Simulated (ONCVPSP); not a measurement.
Pseudopotential generation for germanium: ONCV, LDA (Perdew-Wang 92), scalar-relativistic.

```json
{"Element": "Ge", "Generator": "ONCVPSP 4.0.1", "Type": "optimised norm-conserving Vanderbilt (ONCV)", "Functional": "LDA (Perdew-Wang 92)", "Relativity": "scalar-relativistic", "Frozen core": "[Ar] 3d10", "Valence charge": "4", "Reference configuration": "4s2 4p1 (charge +1)", "Partial waves": "4s: rc 1.45 bohr, ncon 4, nbas 8, qcut 3.5 1/bohr, local; 4p: rc 1.80 bohr, ncon 4, nbas 9, qcut 4.5 1/bohr, 2 projectors, debl 2.3 Ha", "Local potential": "the s channel", "Core correction": "Teter function, fcfact 5.25, rcfact 1.1"}
```

All-electron outer shells of the reference configuration (LDA (PZ), scalar-relativistic, ld1.x):

```csv
shell,level (eV),outermost node (bohr),outermost maximum (bohr)
3p,-124.46,0.23,0.54
3d,-38.61,–,0.50
4s,-20.15,0.77,1.71
4p,-11.48,0.82,2.08
```

Calculated quality:

- Cutoffs needed: 15 Ha and 39 Ha (the cutoffs (Ha) at which the residual kinetic energy of the hardest occupied pseudo-wave falls to 1 and 0.1 mHa per electron)
- Ghost test: no bound ghost flagged; no localised positive-energy state flagged
- Largest excitation error: +54 meV (all-electron minus pseudo) for 4s1 4p0, out of 4 test configurations
- rms error of d²Exc/dni dnj: 10.86 mHa without and 5.96 mHa with the model core

Generation and tests took about 1.8 s on one core of a shared server CPU.
